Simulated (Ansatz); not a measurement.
CH4AlIS, 8 atoms. The species carries charge 0 and has multiplicity 1. Correlated methods include outer-core shells of I, which these sets cover unevenly. I takes the def2 core potential. The bonds changed during the relaxation, so this is another structure than the one it started from. All runs use 4 threads of an Intel Xeon Platinum 8488C on a shared host. Correlated methods freeze the cores.

Task: How many basis functions does each run have, and how long does it take in Ansatz? direct RPA on PBE orbitals/def2-TZVPP energy; RKS ωB97M-V/def2-QZVPP energy; RHF-CCSD(T)/def2-SVP energy; RHF-MP2/def2-QZVPP energy; RHF-CCSD(T)/def2-TZVPP energy; RKS B2PLYP (frozen core)/def2-TZVPP energy; RKS ωB97M-V/def2-SVP energy; RKS PBE-D4/def2-TZVPP energy and forces; RKS ωB97M-V/def2-TZVPP energy and forces; RKS PBE0-D4/def2-QZVPP energy; RKS PBE0-D4/def2-TZVP frequencies; RKS PBE0-D4/def2-SVP energy. (Best estimate.)

Result: Computed: Other jobs shared the machine, so times are rough.

```json
{"level": "RKS PBE0-D4/def2-SVP", "job": "energy", "functions": "96", "wall time": "0.9 s", "peak host memory (GiB)": "0.45"}
{"level": "RKS PBE-D4/def2-TZVPP", "job": "energy and forces", "functions": "221", "wall time": "1.6 s", "peak host memory (GiB)": "0.31"}
{"level": "RHF-CCSD(T)/def2-SVP", "job": "energy", "functions": "96", "wall time": "2.5 s", "peak host memory (GiB)": "0.45"}
{"level": "RKS ωB97M-V/def2-SVP", "job": "energy", "functions": "96", "wall time": "3 s", "peak host memory (GiB)": "0.45"}
{"level": "direct RPA on PBE orbitals/def2-TZVPP", "job": "energy", "functions": "221", "wall time": "3.1 s", "peak host memory (GiB)": "0.53"}
{"level": "RKS B2PLYP (frozen core)/def2-TZVPP", "job": "energy", "functions": "221", "wall time": "3.5 s", "peak host memory (GiB)": "0.59"}
{"level": "RKS PBE0-D4/def2-QZVPP", "job": "energy", "functions": "399", "wall time": "4.8 s", "peak host memory (GiB)": "1.5"}
{"level": "RKS ωB97M-V/def2-TZVPP", "job": "energy and forces", "functions": "221", "wall time": "6.5 s", "peak host memory (GiB)": "0.84"}
{"level": "RHF-MP2/def2-QZVPP", "job": "energy", "functions": "399", "wall time": "11 s", "peak host memory (GiB)": "2"}
{"level": "RKS ωB97M-V/def2-QZVPP", "job": "energy", "functions": "399", "wall time": "11 s", "peak host memory (GiB)": "1.8"}
{"level": "RHF-CCSD(T)/def2-TZVPP", "job": "energy", "functions": "221", "wall time": "56 s", "peak host memory (GiB)": "3.6"}
{"level": "RKS PBE0-D4/def2-TZVP", "job": "frequencies", "functions": "179", "wall time": "76 s", "peak host memory (GiB)": "0.51"}
```
